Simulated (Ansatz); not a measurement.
Input (CCSDT(Q)/def2-TZVPP; Ansatz, a program for electronic structure):

Ansatz 0.2 input:
```yaml
crystal:
  periodic: [false, false, false]
  atoms:
    - {symbol: Si, position_ang: [-1.37284870, -0.58088935, 0.05505528]}
    - {symbol: Se, position_ang: [0.72742591, 0.30392256, -0.02901938]}
    - {symbol: H, position_ang: [-1.59132132, -1.35154665, 1.29914128]}
    - {symbol: H, position_ang: [-2.27344382, 0.59723257, 0.02972832]}
    - {symbol: H, position_ang: [-1.64783412, -1.44660218, -1.11298463]}
basis:
  gaussian:
    orbitals: def2-TZVPP
magnetization: {spin_polarized: true, initial_magnetization: 1}
correlation: {method: ccsdt_q, electrons: outside_noble_gas}
```

Output:

```
Functional definition: HF
integrals: 0.62 GiB planned
1592 factors; integrals over basis functions are off by at most 1.9e-7 eV
mean field: 0.76 GiB planned
mean field evaluation 1: about -73212.2867 eV, gradient 9.1e0 eV
mean field evaluation 2: about -73212.2889 eV, gradient 9.1e0 eV
mean field evaluation 4: about -73213.4111 eV, gradient 1.5e0 eV
mean field evaluation 8: about -73213.4320 eV, gradient 1.6e-3 eV
mean field evaluation 16: about -73213.4292 eV, gradient 1.8e-1 eV
mean field evaluation 32: about -73213.4320 eV, gradient 6.0e-6 eV
mean field evaluation 64: about -73213.2674 eV, gradient 4.2e0 eV
mean field evaluation 96: about -73213.3869 eV, gradient 2.6e-3 eV
mean field evaluation 128: about -73210.8130 eV, gradient 3.7e0 eV
mean field evaluation 160: about -73210.7416 eV, gradient 3.7e0 eV
mean field -73213.43203428 eV, -2690.5440014132 hartree, gradient 9.8e-6 eV, S^2 0.760855; 8 other end points of the search recorded, 0 dependent functions left out
determinant -73213.43203428 eV, -2690.5440014132 hartree, with singles and doubles -73221.53559794 eV, -2690.8418018847 hartree
determinant -73213.38691417 eV, -2690.5423432796 hartree, with singles and doubles -73221.48798159 eV, -2690.8400520162 hartree
determinant -73210.96783124 eV, -2690.4534436219 hartree, with singles and doubles -73219.16771684 eV, -2690.7547838596 hartree
determinant -73213.43203428 eV, -2690.5440014132 hartree, with singles and doubles -73221.40853451 eV, -2690.8371323899 hartree
determinant -73213.38691417 eV, -2690.5423432796 hartree, with singles and doubles -73221.36116086 eV, -2690.8353914406 hartree
19 core orbitals not correlated
reference -73213.43203428 eV, -2690.5440014132 hartree; 7, 6 occupied and 106, 107 virtual orbitals, 1592 factors
second order -6.88010468 eV of doubles, -0.00000000 eV of singles
coupled cluster: 7.57 GiB planned
cycle   1  -7.67430259 eV  change   -7.9e-1 eV  update   8.2e-2
cycle   2  -8.16937117 eV  change   -5.0e-1 eV  update   3.5e-2
cycle   3  -8.31160305 eV  change   -1.4e-1 eV  update   1.7e-2
cycle   4  -8.28888636 eV  change    2.3e-2 eV  update   6.2e-3
cycle   5  -8.29329074 eV  change   -4.4e-3 eV  update   3.4e-3
cycle   6  -8.29560360 eV  change   -2.3e-3 eV  update   1.5e-3
cycle   7  -8.29445103 eV  change    1.2e-3 eV  update   7.3e-4
cycle   8  -8.29471528 eV  change   -2.6e-4 eV  update   3.1e-4
cycle   9  -8.29496439 eV  change   -2.5e-4 eV  update   1.1e-4
cycle  10  -8.29483672 eV  change    1.3e-4 eV  update   5.3e-5
cycle  11  -8.29483986 eV  change   -3.1e-6 eV  update   3.2e-5
cycle  12  -8.29484389 eV  change   -4.0e-6 eV  update   1.8e-5
cycle  13  -8.29486778 eV  change   -2.4e-5 eV  update   1.2e-5
cycle  14  -8.29487697 eV  change   -9.2e-6 eV  update   6.7e-6
cycle  15  -8.29487288 eV  change    4.1e-6 eV  update   3.6e-6
cycle  16  -8.29486853 eV  change    4.4e-6 eV  update   1.8e-6
cycle  17  -8.29486822 eV  change    3.1e-7 eV  update   8.1e-7
perturbative correction -0.01144862 eV, -0.0004207289 hartree
Total energy: -73221.73835112 eV, -2690.8492529268 hartree
```
